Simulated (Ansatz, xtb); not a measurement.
**Two isomers of CH11BSi3**

Structure X is `B[Si@@H]([SiH3])[SiH2]C`, a singlet and structure Y is `B[Si](C)([SiH3])[SiH3]`, a singlet. Both are isolated molecules in the gas phase, relaxed with PBE-D3(BJ)/def2-SVP; the shapes shown needn't be the lowest conformers.

X (Å):

```xyz
16

C     1.3094    0.3383   -0.7371
B    -3.7704    0.3208   -1.4790
Si   -2.1619    0.7765   -0.4029
Si   -2.0271   -0.5233    1.5594
Si   -0.3076    0.0060   -1.6688
H    -4.4748    1.1595   -2.0070
H    -4.0320   -0.8536   -1.6636
H    -1.9451    2.2345   -0.0752
H    -2.1096   -1.9792    1.1843
H    -0.7136   -0.2837    2.2590
H    -3.1371   -0.2100    2.5275
H    -0.2823    0.6829   -3.0159
H    -0.4968   -1.4717   -1.8985
H     1.3084   -0.1728    0.2462
H     2.1760   -0.0298   -1.3229
H     1.4413    1.4247   -0.5622
```

Y (Å):

```xyz
16

C    -1.4114   -1.0504   -2.1785
B    -1.0933   -1.4744    1.1276
Si   -1.2044   -0.2718   -0.4527
Si   -2.9714    1.2324    0.0085
Si    0.6730    1.1626   -0.3827
H    -1.1779   -2.6871    1.0576
H    -0.9425   -0.9755    2.2284
H    -0.5481   -1.7054   -2.4127
H    -2.3318   -1.6673   -2.2155
H    -1.4811   -0.2718   -2.9639
H    -4.3005    0.5254    0.0829
H    -2.7260    1.9344    1.3170
H    -3.0544    2.2647   -1.0876
H     0.7336    1.8668    0.9462
H     1.9603    0.4051   -0.5850
H     0.5658    2.1967   -1.4748
```

Which of the two would you expect CCSD(T)/def2-SVP + ΔMP2/def2-TZVPP electronic energies to favour?

Not settled: CCSD(T)/def2-SVP + ΔMP2/def2-TZVPP gives E(Y) − E(X) = +0.045 eV, but this leans on the basis-set step: CCSD(T) alone gives +0.037 eV.

How the difference moves with the method:

```csv
level,geometry,E(Y) − E(X) (eV),departure from the last row (eV),"job, with rough time for the two"
GFN2-xTB,GFN2-xTB,+0.031,−0.014,"optimisation, 0.76 s"
HF/STO-3G,GFN2-xTB,+0.051,+0.007,"single point, 1.1 s"
r2SCAN-D4/def2-SVP,GFN2-xTB,+0.064,+0.019,"single point, 7.8 s"
PBE-D3(BJ)/def2-SVP,PBE-D3(BJ)/def2-SVP,+0.040,−0.004,"optimisation, 1.8 min"
HF/def2-SVP,PBE-D3(BJ)/def2-SVP,+0.062,+0.017,part of the CCSD(T) run
MP2/def2-SVP,PBE-D3(BJ)/def2-SVP,+0.037,−0.008,part of the CCSD(T) run
CCSD(T)/def2-SVP,PBE-D3(BJ)/def2-SVP,+0.037,−0.008,single point
CCSD(T)/def2-SVP + ΔMP2/def2-TZVPP,PBE-D3(BJ)/def2-SVP,+0.045,,"single point, 79 s"
```

As drawn, both hold the same kinds of bond in the same numbers.

The largest departure from CCSD(T)/def2-SVP + ΔMP2/def2-TZVPP is that of r2SCAN-D4/def2-SVP, 0.019 eV. The last row adds to CCSD(T) the change of the MP2 difference between the two basis sets, here +0.008 eV.

With thermal terms from frequencies at re-optimised GFN2-xTB minima (ideal gas, soft modes damped towards free rotors, one conformer each, 298.15 K, 1 atm): on the last row, ΔE + ΔZPE = +0.035, ΔH = +0.048, ΔG = +0.025 eV.

The correlated steps freeze 17 core orbitals. Mirror images aren't counted in ΔG. Codes used: Ansatz 0.2.0, xtb 6.7.1; the last row on 2 threads of Intel(R) Xeon(R) Platinum 8259CL CPU @ 2.50GHz (Skylake/Cascade Lake) on a shared host.
